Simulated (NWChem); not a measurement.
System: C5H5N; SMILES C(=C\C#N)/C=C

The following NWChem deck was run.

```
start job
memory heap 200 mb stack 900 mb global 1100 mb
geometry units angstroms noautosym nocenter noautoz
  C      0.415487    -2.841877     0.000000
  C     -0.353954    -1.741674     0.000000
  C      0.181731    -0.393910     0.000000
  C     -0.586936     0.718058     0.000000
  C     -0.043338     2.034576     0.000000
  N      0.384723     3.117887     0.000000
  H      1.501042    -2.777085     0.000000
  H     -0.014216    -3.838699     0.000000
  H     -1.439004    -1.839535     0.000000
  H      1.265273    -0.288838     0.000000
  H     -1.672442     0.645034     0.000000
end
basis spherical
  * library def2-svp
end
dft
  xc m05-2x
  iterations 150
end
cosmo
  do_cosmo_smd true
  solvent ethanol
end
task dft energy
```

NWChem printed, in part:

```
             Northwest Computational Chemistry Package (NWChem) 7.3.0
             --------------------------------------------------------

                             Geometry "geometry" -> ""
                             -------------------------

 Output coordinates in angstroms (scale by  1.889725989 to convert to a.u.)

  No.       Tag          Charge          X              Y              Z
 ---- ---------------- ---------- -------------- -------------- --------------
    1 C                    6.0000     0.41548700    -2.84187700     0.00000000
    2 C                    6.0000    -0.35395400    -1.74167400     0.00000000
    3 C                    6.0000     0.18173100    -0.39391000     0.00000000
    4 C                    6.0000    -0.58693600     0.71805800     0.00000000
    5 C                    6.0000    -0.04333800     2.03457600     0.00000000
    6 N                    7.0000     0.38472300     3.11788700     0.00000000
    7 H                    1.0000     1.50104200    -2.77708500     0.00000000
    8 H                    1.0000    -0.01421600    -3.83869900     0.00000000
    9 H                    1.0000    -1.43900400    -1.83953500     0.00000000
   10 H                    1.0000     1.26527300    -0.28883800     0.00000000
   11 H                    1.0000    -1.67244200     0.64503400     0.00000000

 Effective nuclear repulsion energy (a.u.)     177.7048521341

                                 NWChem DFT Module
                                 -----------------

 Summary of "ao basis" -> "ao basis" (spherical)
 ------------------------------------------------------------------------------
       Tag                 Description            Shells   Functions and Types
 ---------------- ------------------------------  ------  ---------------------
 C                          def2-svp                 6       14   3s2p1d
 N                          def2-svp                 6       14   3s2p1d
 H                          def2-svp                 3        5   2s1p

 in cosmo_initialize ...
 calling solv_data for solv:ethanol

 solvent parameters
 solvname_short: ethanol
 solvname_long:  ethanol
 dielec:       24.8520
 dielecinf:     1.8526
 nonaqueous SMD model solvent descriptors
 dielec:       24.8520
 sola:          0.3700
 solb:          0.4800
 solc:          0.0000
 solg:         31.6200
 solh:          0.0000
 soln:          1.3611

          ---------------
          -cosmo- solvent
          ---------------
 Cosmo: York-Karplus, doi: 10.1021/jp992097l
 dielectric constant -eps-     =  24.85
 screen = (eps-1)/(eps    )    =   0.95976
 surface charge correction     = lagrangian

   van der Waals surface
 --------------------------

[...]

                                COSMO-SMD solvation results
                                ---------------------------

             internal energy in gas <Psi(g)|H|Psi(g)> =      -248.003632244416
         internal energy in solvent <Psi(s)|H|Psi(s)> =      -248.000984167079
                               delta internal energy  =         0.002648077337 (    1.66 kcal/mol)
   total free energy in solvent <Psi(s)|H+V/2|Psi(s)> =      -248.016317565653
 polarization energy contribution <Psi(s)|V/2|Psi(s)> =        -0.015333398574 (   -9.62 kcal/mol)
    total free energy in solvent including G(SMD-CDS) =      -248.013027782324
                       G(SMD-CDS) energy contribution =         0.003289783329 (    2.06 kcal/mol)
     1 M fixed-concentration free energy of solvation =        -0.009395537908 (   -5.90 kcal/mol)

                       DFT Final Molecular Orbital Analysis
                       ------------------------------------

 Vector   19  Occ=2.000000D+00  E=-4.142287D-01
              MO Center=  7.4D-02,  2.3D+00,  3.3D-11, r^2= 2.2D+00
   Bfn.  Coefficient  Atom+Function         Bfn.  Coefficient  Atom+Function
  ----- ------------  ---------------      ----- ------------  ---------------
    74      0.400065   6 N  px               60     -0.346041   5 C  px
    77     -0.245413   6 N  px               63     -0.215885   5 C  px
    75     -0.167661   6 N  py               46      0.155382   4 C  px
   105     -0.153991  11 H  s                61      0.121505   5 C  py
    33      0.111510   3 C  py               49      0.104297   4 C  px

 Vector   20  Occ=2.000000D+00  E=-4.008975D-01
              MO Center=  3.2D-02, -3.4D-01, -2.8D-10, r^2= 5.2D+00
   Bfn.  Coefficient  Atom+Function         Bfn.  Coefficient  Atom+Function
  ----- ------------  ---------------      ----- ------------  ---------------
    20      0.312062   2 C  pz               34      0.264827   3 C  pz
    76      0.252854   6 N  pz                6      0.228303   1 C  pz
    23      0.198246   2 C  pz               62     -0.192443   5 C  pz
    37      0.161199   3 C  pz               79     -0.159577   6 N  pz
     9      0.142770   1 C  pz               48      0.126662   4 C  pz

 Vector   21  Occ=2.000000D+00  E=-3.057817D-01
              MO Center= -4.4D-02, -5.5D-01,  5.1D-11, r^2= 5.2D+00
   Bfn.  Coefficient  Atom+Function         Bfn.  Coefficient  Atom+Function
  ----- ------------  ---------------      ----- ------------  ---------------
    48     -0.329382   4 C  pz                6      0.312336   1 C  pz
    51     -0.268335   4 C  pz               20      0.244026   2 C  pz
     9      0.238532   1 C  pz               76     -0.219551   6 N  pz
    34     -0.209961   3 C  pz               23      0.188228   2 C  pz
    79      0.163112   6 N  pz               37     -0.151477   3 C  pz

 Vector   22  Occ=0.000000D+00  E=-3.730628D-02
              MO Center=  5.3D-02, -3.1D-01,  5.2D-10, r^2= 5.4D+00
   Bfn.  Coefficient  Atom+Function         Bfn.  Coefficient  Atom+Function
  ----- ------------  ---------------      ----- ------------  ---------------
    37     -0.392264   3 C  pz                9      0.380561   1 C  pz
    51      0.359182   4 C  pz               34     -0.325609   3 C  pz
     6      0.307976   1 C  pz               48      0.282985   4 C  pz
    79     -0.251927   6 N  pz               76      0.229237   6 N  pz
    23     -0.177507   2 C  pz               62      0.152237   5 C  pz

 Vector   23  Occ=0.000000D+00  E= 7.230360D-02
              MO Center= -5.8D-02,  2.0D+00,  4.0D-10, r^2= 3.0D+00
   Bfn.  Coefficient  Atom+Function         Bfn.  Coefficient  Atom+Function
  ----- ------------  ---------------      ----- ------------  ---------------
    31      0.891983   3 C  s               106     -0.503625  11 H  s
    77      0.485263   6 N  px               63     -0.450393   5 C  px
    60     -0.401556   5 C  px               74     -0.376502   6 N  px
    50      0.324782   4 C  py               17     -0.292914   2 C  s
    49     -0.252528   4 C  px               22     -0.243945   2 C  py

 Vector   24  Occ=0.000000D+00  E= 8.647343D-02
              MO Center=  1.6D-02, -1.1D+00, -1.5D-09, r^2= 5.1D+00
   Bfn.  Coefficient  Atom+Function         Bfn.  Coefficient  Atom+Function
  ----- ------------  ---------------      ----- ------------  ---------------
    23      0.741439   2 C  pz                9     -0.570112   1 C  pz
    37     -0.512768   3 C  pz               20      0.407204   2 C  pz
     6     -0.274051   1 C  pz               34     -0.265719   3 C  pz
    79     -0.237599   6 N  pz               65      0.219031   5 C  pz
    62      0.215466   5 C  pz               76      0.186937   6 N  pz

     Multipole analysis of the density
     ---------------------------------

     L   x y z        total         alpha         beta         nuclear
     -   - - -        -----         -----         ----         -------
     0   0 0 0     -0.000000    -21.000000    -21.000000     42.000000

     1   1 0 0     -0.435669     -0.228846     -0.228846      0.022023
     1   0 1 0     -2.360947     -1.536804     -1.536804      0.712661
     1   0 0 1      0.000000      0.000000      0.000000      0.000000

     2   2 0 0    -22.876510    -36.117861    -36.117861     49.359211
     2   1 1 0     -3.064243      0.945235      0.945235     -4.954713
     2   1 0 1     -0.000000     -0.000000     -0.000000      0.000000
     2   0 2 0    -34.774723   -356.459065   -356.459065    678.143407
     2   0 1 1     -0.000000     -0.000000     -0.000000      0.000000
     2   0 0 2    -28.276205    -14.138103    -14.138103      0.000000
```

Level: M05-2X/def2-SVP, SMD on the gas-phase geometry. The geometry was optimised at B3LYP/6-31G* (spherical d). Solvent: ethanol.
